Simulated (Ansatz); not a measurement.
`[CH3][GeH2][TeH]` + `[SiH3]O/C=C\S` → `[SiH3]O/C=C\[TeH]` + `[CH3][GeH2][SH]`  (redistribution)

Computed with Ansatz on PBE0-D4/def2-TZVP structures; ΔE is electronic, products minus reactants. CCSD(T)/CBS is the MP2 limit (def2-TZVPP, def2-QZVPP) plus CCSD(T) − MP2 in def2-TZVPP, frozen cores. Double bonds are as drawn, so ΔE can hold a change between cis and trans. Functionals use def2-TZVPP. B3LYP here is the variant with VWN-RPA as its local correlation; programs differ in this. Elements past krypton have def2 core potentials. For Ge, Te outer-core shells are correlated without core-valence functions, which leaves a few kJ/mol of doubt a bond. Scalar relativity is left out up to krypton. Each species was taken in one conformer, which may not be the lowest.

| level | ΔE (kJ/mol) |
| --- | --- |
| PBE-D4 | 18.3 |
| PBE0-D4 | 18.8 |
| ωB97M-V | 14.3 |
| B3LYP | 17.2 |
| HF/def2-TZVPP | 15.0 |
| MP2/def2-TZVPP | 9.4 |
| SCS-MP2/def2-TZVPP | 8.2 |
| SCS-MP2/def2-QZVPP | 9.9 |

**Question.** What does CCSD(T)/CBS give? (Best estimate.)

**Answer.** The calculation gave: +11.7 kJ/mol. The listed levels differ from it by 6.6, 7.1, 2.6, 5.5, 3.3, -2.3, -3.5, -1.8 kJ/mol.

Largest T1 diagnostic among the species: 0.013.

In def2-TZVPP, CCSD(T) changes the Hartree–Fock value by −7.0 kJ/mol (the triples alone add −0.7 kJ/mol) and MP2 by −5.6 kJ/mol.
